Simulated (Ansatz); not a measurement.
Relaxation of C2H6F3NSi (13 atoms, charge 0, multiplicity 1), to a largest force component of 0.02 eV/Å in at most 40 steps.

Theory: Ansatz, RHF/6-31G*.

```xyz
13
Properties=species:S:1:pos:R:3
Si 0.000 0.000 0.000
N 0.000 0.000 1.820
C -1.216 -0.376 2.555
H -1.864 -1.000 1.905
H -0.938 -0.953 3.461
H -1.766 0.540 2.855
C 1.216 0.376 2.555
H 1.464 -0.416 3.292
H 2.058 0.494 1.842
H 1.046 1.335 3.087
F 1.499 0.000 -0.529
F -0.749 1.297 -0.529
F -0.749 -1.297 -0.529
```

Task: Where does it end, and by what steps?

Result: The forces met the threshold. The force dipped under the threshold on the way, but the program's further checks kept it going. After 9 steps the energy has fallen by 0.529 eV; H6 moved furthest, 0.30 Å.

```json
{"step": "0", "energy less start (eV)": "0.0000", "largest force component (eV/Å)": "3.580", "accepted": "yes"}
{"step": "1", "energy less start (eV)": "-0.4203", "largest force component (eV/Å)": "1.878", "accepted": "yes"}
{"step": "2", "energy less start (eV)": "-0.5074", "largest force component (eV/Å)": "0.486", "accepted": "yes"}
{"step": "3", "energy less start (eV)": "-0.5070", "largest force component (eV/Å)": "0.532", "accepted": "no"}
{"step": "4", "energy less start (eV)": "-0.5224", "largest force component (eV/Å)": "0.124", "accepted": "yes"}
{"step": "5", "energy less start (eV)": "-0.5270", "largest force component (eV/Å)": "0.050", "accepted": "yes"}
{"step": "6", "energy less start (eV)": "-0.5281", "largest force component (eV/Å)": "0.012", "accepted": "yes"}
{"step": "7", "energy less start (eV)": "-0.5285", "largest force component (eV/Å)": "0.073", "accepted": "yes"}
{"step": "8", "energy less start (eV)": "-0.5287", "largest force component (eV/Å)": "0.035", "accepted": "yes"}
{"step": "9", "energy less start (eV)": "-0.5288", "largest force component (eV/Å)": "0.002", "accepted": "yes"}
```

```xyz
13
Properties=species:S:1:pos:R:3
Si 0.009 -0.033 0.075
N 0.027 -0.066 1.748
C -1.144 -0.420 2.533
H -1.915 -0.840 1.901
H -0.883 -1.165 3.279
H -1.554 0.447 3.046
C 1.138 0.447 2.531
H 1.439 -0.283 3.277
H 1.992 0.645 1.897
H 0.870 1.367 3.043
F 1.466 -0.220 -0.484
F -0.526 1.296 -0.582
F -0.919 -1.174 -0.481
```

Whether the end is a true minimum wasn't checked by a vibrational analysis.

The run took 40 s on 4 threads of Intel(R) Xeon(R) Processor @ 2.50GHz (Skylake/Cascade Lake), on a shared host, peak memory 0.3 GiB.
